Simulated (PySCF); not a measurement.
Species: C3H9BrSi.
SMILES: `BrCCC[SiH3]`

Jobs on this species (14 atoms, 76 electrons) with PySCF (density fitting). Hardware of each: an Arm Neoverse N1 with one thread (shared host). The host was shared with other jobs, so the times are rough. Peak memory is the resident size of the whole Python process, interpreter and libraries included.

```json
{"level and settings": "delta-SCF UKS B3LYP, pcX-2 on the ionised atom, pcseg-1 elsewhere, spin-free X2C", "work": "ΔSCF core ionisation, 5 holes", "basis functions": "174", "SCF cycles": "?", "wall time": "?", "peak memory": "?"}
{"level and settings": "delta-SCF UKS SCAN, def2-TZVP on the ionised atom, pcseg-1 elsewhere, spin-free X2C", "work": "ΔSCF core ionisation, 5 holes", "basis functions": "151", "SCF cycles": "?", "wall time": "?", "peak memory": "?"}
{"level and settings": "delta-SCF UKS PBE, pcX-2 on the ionised atom, pcseg-1 elsewhere, spin-free X2C", "work": "ΔSCF core ionisation, 5 holes", "basis functions": "174", "SCF cycles": "79", "wall time": "47 s", "peak memory": "0.62 GiB"}
{"level and settings": "delta-SCF UKS HF, pcX-2 on the ionised atom, pcseg-1 elsewhere, spin-free X2C", "work": "ΔSCF core ionisation, 5 holes", "basis functions": "174", "SCF cycles": "68", "wall time": "64 s", "peak memory": "0.66 GiB"}
{"level and settings": "delta-SCF UKS SCAN, pcX-1 on the ionised atom, pcseg-1 elsewhere, spin-free X2C", "work": "ΔSCF core ionisation, 5 holes", "basis functions": "154", "SCF cycles": "78", "wall time": "58 s", "peak memory": "0.57 GiB"}
{"level and settings": "delta-SCF UKS PBE0, pcX-2 on the ionised atom, pcseg-1 elsewhere, spin-free X2C", "work": "ΔSCF core ionisation, 5 holes", "basis functions": "174", "SCF cycles": "67", "wall time": "99 s", "peak memory": "0.71 GiB"}
{"level and settings": "PBE0-D3(BJ)/def2-SVP, grid level 1", "work": "geometry optimisation from a GFN2-xTB start shaken at random", "basis functions": "137", "SCF cycles": "31", "wall time": "71 s", "peak memory": "0.55 GiB"}
{"level and settings": "delta-SCF UKS SCAN, pcX-2 on the ionised atom, pcseg-1 elsewhere, spin-free X2C", "work": "ΔSCF core ionisation, 5 holes", "basis functions": "174", "SCF cycles": "76", "wall time": "69 s", "peak memory": "0.55 GiB"}
{"level and settings": "delta-SCF UKS SCAN, pcX-2 on the ionised atom, pcseg-1 elsewhere, non-relativistic", "work": "ΔSCF core ionisation, 5 holes", "basis functions": "174", "SCF cycles": "77", "wall time": "66 s", "peak memory": "0.63 GiB"}
```

Question: Fill in the missing figures.

Answer: 
- delta-SCF UKS B3LYP, pcX-2 on the ionised atom, pcseg-1 elsewhere, spin-free X2C; ΔSCF core ionisation, 5 holes: 1.7 min, 0.77 GiB, 70 SCF cycles
- delta-SCF UKS SCAN, def2-TZVP on the ionised atom, pcseg-1 elsewhere, spin-free X2C; ΔSCF core ionisation, 5 holes: 64 s, 0.57 GiB, 75 SCF cycles

Question: What do all jobs in the table cost together?

Answer: About 11 min; the longest takes about 16 % of that, and about 2.2 times as long as the shortest.
